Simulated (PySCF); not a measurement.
Members of one family of related compounds. Level of theory: TDDFT wB97X-D/def2-SVPD, vertical, gas phase, core orbitals frozen in the response in PySCF 2.14.0, density-fitted response routines. Geometries: PBE0-D3(BJ)/def2-SVP; one conformer of each isolated species. Triplets are in the Tamm–Dancoff approximation.

Question: Rank by computed lowest singlet excitation energy, lowest first.
A. AlCl2(iPr) (`[Cl][Al]([Cl])[CH](C)C`)
B. AlCl2(OiPr) (`[Cl][Al]([O]C(C)C)[Cl]`)
C. AlCl2(SMe) (`C[S][Al]([Cl])[Cl]`)
D. AlCl2(NMe2) (`[Cl][Al]([Cl])[N](C)C`)
E. AlCl2(tBu) (`[Cl][Al]([C](C)(C)C)[Cl]`)

Answer: D (5.19 eV), C (5.51 eV), E (5.72 eV), A (5.95 eV), B (6.69 eV).

```
                  SMILES  S1 (eV)  LUMO (eV)  gap (eV)  first f ≥ 0.01 (nm)  T1 (eV)  HOMO (eV)    S1 mainly
   C[N](C)[Al]([Cl])[Cl]     5.19       0.69      9.44                  206     4.96      -8.75    H→L (90%)
      C[S][Al]([Cl])[Cl]     5.51       0.39      9.90                  225     5.25      -9.51    H→L (87%)
C[C](C)(C)[Al]([Cl])[Cl]     5.72       0.71     10.24                  217     5.31      -9.53  H→L+1 (79%)
  C[CH](C)[Al]([Cl])[Cl]     5.95       0.70     10.51                  209     5.54      -9.81    H→L (53%)
  CC(C)[O][Al]([Cl])[Cl]     6.69       0.55     10.96                  184     6.48     -10.41  H-1→L (59%)
```

H and L stand for HOMO and LUMO.

- `C[N](C)[Al]([Cl])[Cl]`: Löwdin shares by element: HOMO nitrogen 55%, carbon 20%, aluminium 7% (atoms not listed hold the other 18%); LUMO aluminium 63%, chlorine 25%, nitrogen 5%.
- `C[S][Al]([Cl])[Cl]`: Löwdin shares by element: HOMO sulfur 71%, carbon 11%, aluminium 9%; LUMO aluminium 55%, chlorine 26%, sulfur 15%.
- `C[C](C)(C)[Al]([Cl])[Cl]`: Löwdin shares by element: HOMO carbon 50% or more, aluminium 15% (atoms not listed hold the other 34%); LUMO aluminium 54%, chlorine 25%, carbon 6% or more.
- `C[CH](C)[Al]([Cl])[Cl]`: Löwdin shares by element: HOMO carbon 54%, aluminium 15% (atoms not listed hold the other 31%); LUMO aluminium 53%, chlorine 28%, carbon 7% or more.
- `CC(C)[O][Al]([Cl])[Cl]`: Löwdin shares by element: HOMO oxygen 40%, carbon 16% or more, chlorine 12% or more, hydrogen 10% or more (atoms not listed hold the other 22%); LUMO aluminium 58%, chlorine 27%, oxygen 8%.
